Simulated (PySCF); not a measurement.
A PySCF script (with the pyscf-properties extension) for the NMR shieldings of `CCCn1nccc1C#N`, C₇H₉N₃, on a GFN2-xTB geometry:

```python
import basis_set_exchange as bse
import numpy as np
from pyscf import gto, dft
from pyscf.prop import nmr

atoms = """
C    -2.106227   -0.783861   -0.594593
C    -1.722343    0.425738    0.247633
C    -0.565761    0.107498    1.201914
N     0.645706   -0.175175    0.482323
N     1.030530   -1.410082    0.236646
C     2.134608   -1.329799   -0.488726
C     2.479722    0.000491   -0.728992
C     1.486667    0.730588   -0.085306
C     1.303372    2.112653    0.018791
N     1.152726    3.247565    0.101819
H    -2.884105   -0.519520   -1.306013
H    -1.247373   -1.156919   -1.147550
H    -2.474875   -1.586740    0.039345
H    -2.577476    0.751677    0.841352
H    -1.430114    1.255595   -0.400014
H    -0.387475    0.955506    1.869724
H    -0.799127   -0.781482    1.791539
H     2.637149   -2.220050   -0.809755
H     3.314595    0.385567   -1.277599
"""
names = dict.fromkeys(["C", "N", "H"], "pcSseg-1")
basis = {el: gto.basis.parse(bse.get_basis(n, elements=[el], fmt="nwchem")) for el, n in names.items()}
mol = gto.M(atom=atoms, basis=basis, charge=0, verbose=0)
mf = dft.RKS(mol, xc="PBE0")
mf.grids.level = 2
mf.grids.alignment = dft.numint.BLKSIZE   # the property module wants whole blocks of grid points
mf.conv_tol = 1e-9
mf.kernel()

calc = nmr.RKS(mf)   # GIAO
C = mf.mo_coeff
Co = C[:, mf.mo_occ > 0]
resp = mf.gen_response(singlet=True, hermi=2)
def vind(x):   # induced exchange potential for any number of trial vectors
    d = np.einsum("pi,xij,qj->xpq", C, 2 * x.reshape(-1, C.shape[1], Co.shape[1]), Co, optimize=True)
    return np.einsum("xpq,pi,qj->xij", resp(d - d.transpose(0, 2, 1)), C, Co, optimize=True).ravel()
mo1, _ = nmr.rhf.solve_mo1(calc, with_cphf=vind)
sigma = calc.kernel(mo1)
for i, s in enumerate(sigma):   # ppm
    print("%2d %-2s %9.2f" % (i, mol.atom_pure_symbol(i), np.trace(s) / 3))
```

Question: What does it print?

Answer: 
```
 0 C     173.49
 1 C     157.17
 2 C     131.69
 3 N      17.06
 4 N    -100.43
 5 C      45.41
 6 C      63.32
 7 C      68.82
 8 C      70.02
 9 N     -68.23
10 H      30.71
11 H      30.93
12 H      30.84
13 H      30.00
14 H      29.78
15 H      27.01
16 H      27.58
17 H      24.11
18 H      24.68
```

These numbers come from an equivalent density-fitted implementation of the same equations, which agrees with the script to about 0.01 ppm for H and up to a few tenths of a ppm for heavy atoms, so last digits may differ.

Question: Turn these shieldings into chemical shifts. Chemical shifts δ = σref − σ; TMS for $^{13}$C (σ = 186.93 ppm), $^{1}$H (σ = 31.72 ppm); $^{15}$N (σ = 267.73 ppm) against NH3, all at this level.

Answer: Averaging equivalent atoms: C 5: 141.5; C 6: 123.6; C 7: 118.1; C 8: 116.9; C 2: 55.2; C 1: 29.8; C 0: 13.4; N 4: 368.2; N 9: 336.0; N 3: 250.7; H 17: 7.60; H 18: 7.04; H 15/16: 4.42; H 13/14: 1.83; H 10/11/12: 0.89 ppm. Experimental scales use liquid or dissolved standards, which lie at an offset from isolated NH3 (liquid NH3: subtract about 20 ppm). Unscaled 15N shifts of sp2 nitrogen come out 20 to 40 ppm too high even then.

Size and cost of the density-fitted run: 215 basis functions, 46 s wall time on 1 thread of an Arm Neoverse V1, shared host; peak memory 0.91 GiB.
